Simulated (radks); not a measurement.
Values are calculated unless marked as measured or tabulated.
Task: The lutetium ion Lu4+, 67 electrons, occupied as [Xe] 4f13. Level of theory: Dirac Kohn-Sham, PBE, spin-unpolarised, spherical densities, finite nucleus; open shells fill j = l - 1/2 first; Fermi nuclear charge, rms radius 5.37 fm (a radial shooting solver on a logarithmic mesh with Libxc functionals). Some entries of the table are withheld. Estimate them.

orbital,occ.,eigenvalue (eV),r(max) (bohr),<r^2> (bohr^2)
1s1/2,2,-63192.01,0.01213,0.0005123
2s1/2,2,-10791.34,0.06950,0.007862
2p1/2,2,-10303.62,0.05193,0.005642
2p3/2,4,-9186.203,0.05845,0.006851
3s1/2,2,-2484.026,0.1960,0.05159
3p1/2,2,-2267.922,0.1839,0.04753
3p3/2,4,-2029.606,0.1973,0.05424
3d3/2,4,-1662.237,(1),0.04237
3d5/2,6,-1610.213,(2),0.04421
4s1/2,2,-533.8700,0.4465,0.2576
4p1/2,2,-445.7731,0.4473,0.2674
4p3/2,4,-391.3881,0.4759,0.3040
4d3/2,4,-246.3674,0.4754,0.3375
4d5/2,6,-236.4059,0.4845,0.3517
5s1/2,2,-105.4643,1.033,1.468
5p1/2,2,-80.1076,1.114,(3)
5p3/2,4,-72.3992,1.194,(4)
4f5/2,6,-58.3316,0.4629,0.5851
4f7/2,7,-56.7210,0.4680,0.6053

Result: 
(1) 3d3/2 r(max) (bohr): 0.1552
(2) 3d5/2 r(max) (bohr): 0.1589
(3) 5p1/2 <r^2> (bohr^2): 1.791
(4) 5p3/2 <r^2> (bohr^2): 2.061
